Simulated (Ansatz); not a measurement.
A calculation with Ansatz (development build ahead of 0.2.0).

```yaml
crystal:
  periodic: [false, false, false]
  atoms:
    - { symbol: C, position_ang: [-0.03656, -0.00694, -1.47778] }
    - { symbol: Br, position_ang: [0.01595, -0.00726, 0.46515] }
    - { symbol: H, position_ang: [0.04363, -1.03122, -1.835] }
    - { symbol: H, position_ang: [-0.90926, 0.54247, -1.90159] }
    - { symbol: H, position_ang: [0.94951, 0.51904, -1.86622] }
basis:
  gaussian: { orbitals: cc-pVDZ }
hamiltonian:
  xc: hf
```

The input is written out in the form of the current development build from the run's settings.

Output:

```yaml
Converged: yes
Total_energy: -2611.99264 hartree
Spin_squared_of_the_determinant: 0.000
```
